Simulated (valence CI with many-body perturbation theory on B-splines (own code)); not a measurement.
# Run record, Cs XLIII

Calculated by valence CI with perturbative core correlation (CI+MBPT): three valence electrons over a frozen Dirac-Fock core [Ne], a basis of 11 s, 11 p, 10 d, 8 f, 5 g, 2 h functions for each j, with the one-electron correlation potential Σ1 (screened to all orders), the two-electron term Σ2, the three-electron term Σ3, Breit, model QED; selected single and double excitations, second order for the rest, scaled by the run's own slope (own B-spline code, finite nucleus).

Command, and the settings that its task file holds:

```sh
python run_cv.py task.json out
```

```
atom Cs  Z=55  mass_number=133  rms_radius_fm=4.8041
core [Ne]
valence 3s2 3p1
avg = 1
basis = M
breit = 1
cap = 32000
capref = 2000
cscale = 1
de = 0.0
dress = 0
eps = 2e-08
extrap = 1
h = 0.27
hh = 1
l2 = 3
lcore = 6
maxit = 60
n2 = 5
natural = 1
nlev = 150
nno = [5, 5, 5, 4, 2, 1]
nroot = 36
nsp = [6, 6, 5, 4, 3, 1]
pt2 = 1
qed = 1
rpa = 1
s1 = 1
s2 = 1
s3 = 1
screen = 1
tol = 2e-05
whole = 1
```

It took 71 s on 1 thread of Arm Neoverse V1 (shared host).

Log. The first blocks belong to the next ion, which gives the ionisation energy. Fields: 2J, parity (1 odd), roots, reference size, generating configurations, candidates as configurations/state functions, variational space P, stored matrix elements, Davidson steps; e2 is the range of second-order energies in hartree. The first line gives the box (bohr), its intervals, the orbitals and the steps of their self-consistent field. Window is the range of levels sought, series limit the energy at which the first omitted orbital would enter, core excitation an estimate of the first excitation out of the core, left out the lowest levels not solved, and shifts from estimates the range by which levels moved from their first estimate, all in cm⁻¹.

```
rmax 4.4 intervals 59 orbitals 83 references ['3s2 3p', '3s 3p2', '3s2 3d', '3p3', '3s 3p 3d'] scf 3 t 1.0
2J=0 par=0 roots 2 ref 18 generators 4 cand 392/392 P 410/410 nnz 0 it 0
2J=0 par=0 roots 2 ref 18 generators 4 cand 6/6 P 416/416 nnz 0 it 0
   second order: generators 7 cand 0/0 e2 -0.00000 -0.00000
reference levels 1216, estimated 656, window 12210987 1/cm; series limit 21783730, core excitation 35574219
2J=1 par=1 roots 17 ref 90 generators 23 cand 1341/2103 P 4225/6400 nnz 4.4e+06 it 4
2J=1 par=1 roots 17 ref 90 generators 29 cand 3320/5049 P 7545/11449 nnz 1.3e+07 it 5
   second order: generators 42 cand 7328/11559 e2 -0.00003 -0.00000
2J=3 par=1 roots 25 ref 146 generators 25 cand 856/2052 P 3379/7227 nnz 6.7e+06 it 5
2J=3 par=1 roots 25 ref 146 generators 34 cand 4881/10368 P 8260/17595 nnz 3.2e+07 it 7
   second order: generators 52 cand 9196/21483 e2 -0.00005 -0.00000
2J=1 par=0 roots 17 ref 93 generators 24 cand 1276/2037 P 4215/6400 nnz 4.5e+06 it 5
2J=1 par=0 roots 17 ref 93 generators 30 cand 3331/5142 P 7546/11542 nnz 1.3e+07 it 7
   second order: generators 45 cand 5679/8904 e2 -0.00002 -0.00000
2J=3 par=0 roots 24 ref 147 generators 26 cand 894/2068 P 3363/7250 nnz 6.8e+06 it 5
2J=3 par=0 roots 24 ref 147 generators 35 cand 5250/11673 P 8613/18923 nnz 3.5e+07 it 7
   second order: generators 48 cand 8789/20108 e2 -0.00006 -0.00000
2J=5 par=0 roots 22 ref 153 generators 24 cand 763/2067 P 3031/7238 nnz 7.1e+06 it 4
2J=5 par=0 roots 22 ref 153 generators 29 cand 5691/14281 P 8722/21519 nnz 4.6e+07 it 5
   second order: generators 48 cand 8496/22030 e2 -0.00008 -0.00000
2J=5 par=1 roots 20 ref 146 generators 15 cand 762/2043 P 3003/7207 nnz 7.1e+06 it 5
2J=5 par=1 roots 20 ref 146 generators 24 cand 4333/10387 P 7336/17594 nnz 3.7e+07 it 8
   second order: generators 39 cand 9848/25888 e2 -0.00003 -0.00000
2J=7 par=1 roots 14 ref 114 generators 13 cand 749/1892 P 2783/6623 nnz 6e+06 it 5
2J=7 par=1 roots 14 ref 114 generators 14 cand 4577/12230 P 7360/18853 nnz 3.9e+07 it 7
   second order: generators 28 cand 8354/25339 e2 -0.00004 -0.00000
2J=9 par=1 roots 7 ref 65 generators 8 cand 1657/3840 P 2920/6391 nnz 6.2e+06 it 4
2J=9 par=1 roots 7 ref 65 generators 12 cand 2733/7047 P 5653/13438 nnz 2.2e+07 it 5
   second order: generators 20 cand 6991/19542 e2 -0.00003 -0.00001
2J=7 par=0 roots 12 ref 113 generators 12 cand 751/1932 P 2819/6789 nnz 6.5e+06 it 4
2J=7 par=0 roots 12 ref 113 generators 19 cand 4021/10079 P 6840/16868 nnz 3.4e+07 it 5
   second order: generators 33 cand 9542/26146 e2 -0.00005 -0.00000
2J=9 par=0 roots 8 ref 71 generators 11 cand 1516/3383 P 2965/6394 nnz 6.2e+06 it 5
2J=9 par=0 roots 8 ref 71 generators 15 cand 3326/8965 P 6291/15359 nnz 2.8e+07 it 5
   second order: generators 23 cand 6751/20827 e2 -0.00008 -0.00000
2J=11 par=1 roots 3 ref 30 generators 7 cand 1686/3863 P 3145/6374 nnz 5.6e+06 it 4
2J=11 par=1 roots 3 ref 30 generators 11 cand 1845/4717 P 4990/11091 nnz 1.5e+07 it 4
   second order: generators 14 cand 5810/17139 e2 -0.00005 -0.00001
2J=11 par=0 roots 2 ref 28 generators 3 cand 1629/3665 P 2888/6187 nnz 5.5e+06 it 4
2J=11 par=0 roots 2 ref 28 generators 6 cand 893/2366 P 3781/8553 nnz 9.7e+06 it 4
   second order: generators 10 cand 7005/19591 e2 -0.00004 -0.00002
left out: unestimated 16449706, estimated 13042309, shifts from estimates -7 to 71
operators 1.0
```

The Davidson iterations converged.

The last digits are not significant, and no measured levels were compared; by estimate large intervals hold to a few tenths of a per cent, small ones and those within an open d or f shell to about a per cent.

```
Valence energy                            : -371.0767 hartree
Ionisation energy                         : 3215 eV (NIST: 3214 ± 4 eV (theoretical))
Reference configurations for the orbitals : 3s2 3p, 3s 3p2, 3s2 3d, 3p3, 3s 3p 3d
Radial orbitals                           : 83
Box radius                                : 4.383 bohr
Largest variational space                 : 21519
Lowest levels                             : (3s^2 3p1/2) J=1/2 0, (3s^2 3p3/2) J=3/2 725620, (3s 3p1/2^2) J=1/2 841990, (3s 3p1/2 3p3/2) J=3/2 [a] 1421600, (3s 3p1/2 3p3/2) J=5/2 1514500, (3s 3p1/2 3p3/2) J=3/2 [b] 1641600, (3s 3p1/2 3p3/2) J=1/2 1707200, (3s^2 3d3/2) J=3/2 2007200, (3s^2 3d5/2) J=5/2 2077700, (3s 3p3/2^2) J=5/2 2288700, (3s 3p3/2^2) J=1/2 2436900, (3s 3p3/2^2) J=3/2 2477000, (3p1/2^2 3p3/2) J=3/2 2497500, (3s 3p1/2 3d3/2) J=3/2 [a] 2610200 cm⁻¹
```

Levels are named by their leading jj configuration (3d3/2^4 stands for four electrons in 3d with j = 3/2), which in mixed levels can hold well under half, so a name can repeat and another be missing. Letters in brackets count levels of one name in rising energy.
